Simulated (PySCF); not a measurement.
Dissociation curve of SMILES O=[SiH2]. The O1–Si2 bond (O1 also carries nothing else; Si2 carries H, H) is pulled apart rigidly from the PBE0/def2-TZVP optimised geometry.

Calculation: CCSD(T) on UHF/cc-pVDZ, 6 core orbitals frozen in PySCF.

Question: Relative to R = 1.56 Å, what are the energies at R = 1.29, 3.04, 4.10, 5.36 Å?

Answer: 71.5 kcal/mol at 1.29 Å, 137.7 kcal/mol at 3.04 Å, 141.0 kcal/mol at 4.10 Å, 141.4 kcal/mol at 5.36 Å.

The unrestricted solution behind UCCSD(T) changes between 2.04 and 2.30 Å, which can leave a kink. The unrestricted determinant behind UCCSD(T) is spin-contaminated at 1.67 to 5.36 Å (<S²> up to 2.0, against 0.00 for a pure singlet).
